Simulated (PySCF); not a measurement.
**Working out the ionisation energy of F²⁺**

F²⁺ [He] 2s2 2p3 (4S) → F³⁺ [He] 2s2 2p2 (3P). Computed with PySCF 2.14 in def2-TZVP (5s3p2d1f, 31 functions), with no relativity, point nucleus. Frozen: 1s2. Energies in hartree (1 hartree = 27.21139 eV):

```
            part  F²⁺ (lower)  F³⁺ (upper)
             UHF   -97.608721   -95.320797
CCSD correlation    -0.111336    -0.098639
             (T)    -0.001134    -0.001101
```

What does Hartree-Fock give?

(-95.320797) − (-97.608721) = 2.287924 hartree = 62.258 eV.

What do CCSD and CCSD(T) give?

The CCSD correlation energies differ by 0.012697 hartree = 0.346 eV and the triples by 0.000033 hartree = 0.001 eV, so CCSD gives 62.604 eV and CCSD(T) 62.605 eV.

Reference: 62.708 eV (semi-empirical (NIST evaluation); NIST Atomic Spectra Database, ionization energies), between the lowest levels; spin-orbit coupling is absent from the calculation.

What remains against the reference includes basis incompleteness, the frozen core and higher excitations.
